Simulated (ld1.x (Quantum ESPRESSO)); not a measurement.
# Ranking RRKJ potentials for gold

All share these settings but for the change named:

- Element: Au (Z = 79)
- Generator: ld1.x (Quantum ESPRESSO) 7.5
- Type: norm-conserving RRKJ (Kleinman–Bylander form)
- Functional: PBE
- Relativity: scalar-relativistic
- Frozen core: [Kr] 4d10 4f14
- Valence charge: 19
- Reference configuration: 5s2 5p6 5d10 6s1 6p0
- Partial waves: 5s (bound): rc 1.10 bohr; 5p (bound): rc 1.75 bohr; 5d (bound): rc 1.70 bohr
- Local potential: all-electron potential smoothed inside 1.35 bohr (lloc = -1)
- Core correction: none
- rho0: 0.02

Occupied shells without a wave of their own: 6s. They enter only through the test configuration that unscreens the potential.

Test errors are all-electron minus pseudo excitation energies from the reference, over 5s2 5p6 5d10 6s0 6p0; 5s2 5p6 5d9 6s0 6p0; 5s2 5p6 5d8 6s0 6p0; 5s2 5p6 5d9 6s2 6p0; 5s2 5p6 5d9 6s1 6p0; 5s2 5p6 5d10 6s0 6p1; 5s2 5p5 5d10 6s1 6p0. None of these files shows a bound ghost.

The base gives 158.7 meV.

Of 12 variants that were run, those that failed, showed a ghost or another fault, or gave nearly equal values are left out.

A variant can come out equal or close to the base, since the largest error may sit in a test that the change hardly touches while other tests move.

Question: Rank these variants by their largest absolute test error, smallest first.
A. local potential the s channel
B. functional LDA (PZ)
C. wave 5p (bound): rc 1.75 bohr becomes 5p (bound): rc 1.22 bohr
D. wave 5d (bound): rc 1.70 bohr becomes 5d (bound): rc 2.18 bohr

Answer: C (153.3 meV), B (185.1 meV), D (243.5 meV), A (607.5 meV).
